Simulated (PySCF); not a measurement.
**Dipole polarisabilities along the 4d series, charge +1**

Calculated with PySCF 2.14 for the ground configurations, without spin-orbit coupling: coupled response for Hartree-Fock and DFT. Mean α in bohr³, C₆ of like pairs in atomic units.

| species | α UHF | α PBE | α PBE0 | C₆ UHF | C₆ PBE | C₆ PBE0 |
| --- | --- | --- | --- | --- | --- | --- |
| Pd⁺ [Kr] 4d9 (x2c-QZVPPall with one added diffuse shell each of s, p, d, f, g type, spin-free X2C) | 10.16 | 12.43 | 11.58 | 61.01 | 76.32 | 70.63 |
| Ag⁺ [Kr] 4d10 (x2c-QZVPPall with one added diffuse shell each of s, p, d, f, g type, spin-free X2C) | 8.740 | 10.69 | 9.976 | 51.38 | 64.25 | 59.56 |
| Cd⁺ [Kr] 4d10 5s1 (x2c-QZVPPall with one added diffuse shell each of s, p, d, f, g type, spin-free X2C) | 31.65 | 22.21 | 23.71 | 187.1 | 132.7 | 140.2 |

The values depend on the diffuse functions of the basis.
